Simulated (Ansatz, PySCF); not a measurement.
Cl3Ga, SMILES [Cl][Ga-]([Cl])[Cl], charge -1, multiplicity 2. Atoms are numbered in the order given.

```xyz
4

Ga     0.0000     0.0000    -0.5100
Cl     1.8712     1.0803     0.3128
Cl    -1.8712     1.0803     0.3128
Cl     0.0000    -2.1606     0.3128
```
Charge -1, spin multiplicity 2.

Geometry optimised at B3LYP-D3(BJ)/def2-SVPD.

Two levels are set side by side: PBE-D3(BJ)/def2-SVPD (Ansatz, a first-principles code) and B3LYP-D3(BJ)/def2-SVPD (Ansatz). Each level has its own optimised geometry; the coordinates shown are those of the second. Frequencies come from the Hessian of PySCF at each geometry. Differences are taken from unrounded values.

```tsv
quantity	B3LYP-D3(BJ)
mean bond length (Å)	2.312
bond Ga1–Cl2 (Å)	2.312
bond Ga1–Cl3 (Å)	2.312
bond Ga1–Cl4 (Å)	2.312
highest harmonic wavenumber (cm⁻¹)	302
mean harmonic wavenumber (cm⁻¹)	201
zero-point energy (kcal/mol)	1.73
```

Q: What does PBE-D3(BJ) give, and how far is it from B3LYP-D3(BJ)? (An estimate is asked for; the answer gives what the named calculation found.)

A: 
```
quantity                            PBE-D3(BJ)  PBE-D3(BJ) minus B3LYP-D3(BJ)
----------------------------------  ----------  -----------------------------
mean bond length (Å)                     2.312                          0.000
bond Ga1–Cl2 (Å)                         2.312                          0.000
bond Ga1–Cl3 (Å)                         2.312                          0.000
bond Ga1–Cl4 (Å)                         2.312                          0.000
highest harmonic wavenumber (cm⁻¹)         301                             -1
mean harmonic wavenumber (cm⁻¹)            198                             -4
zero-point energy (kcal/mol)              1.70                          -0.03
```

On these quantities the two levels nearly agree.
